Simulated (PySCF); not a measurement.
Constitutional and geometric isomers with formula H6OSi3. All species are isolated molecules in the gas phase. One relaxed conformer stands for each flexible species; it need not be the lowest. Strings in code marks are SMILES.

The S1 excitation (TDA) from two functionals at the same geometries (r2SCAN-D4/def2-TZVP), both in PySCF: PBE-D3(BJ)/def2-TZVP and r2SCAN-D4/def2-TZVP. Excitations are Tamm–Dancoff values on a coarser integration grid. The basis has no diffuse functions, so Rydberg states are missing or too high.

```json
[
 {"species": "`O1[SiH2][SiH2][SiH2]1`", "PBE-D3(BJ)/def2-TZVP (eV)": "5.07", "r2SCAN-D4/def2-TZVP (eV)": "5.51"},
 {"species": "`[Si@@H]1([SiH3])O[SiH2]1`", "PBE-D3(BJ)/def2-TZVP (eV)": "4.44", "r2SCAN-D4/def2-TZVP (eV)": "4.82"},
 {"species": "`O=[Si]([SiH3])[SiH3]`", "PBE-D3(BJ)/def2-TZVP (eV)": "2.84", "r2SCAN-D4/def2-TZVP (eV)": "3.10"},
 {"species": "`O/[SiH]=[SiH]\\[SiH3]` (H–O–Si–Si torsion 156°)", "PBE-D3(BJ)/def2-TZVP (eV)": "3.82", "r2SCAN-D4/def2-TZVP (eV)": "4.15"}
]
```

Over these rows, drawn at random from the members with no instability flagged (it was tested for open shells, ions and some series alone), PBE minus r2SCAN-D4: mean -0.35 eV, from -0.44 eV to -0.25 eV.
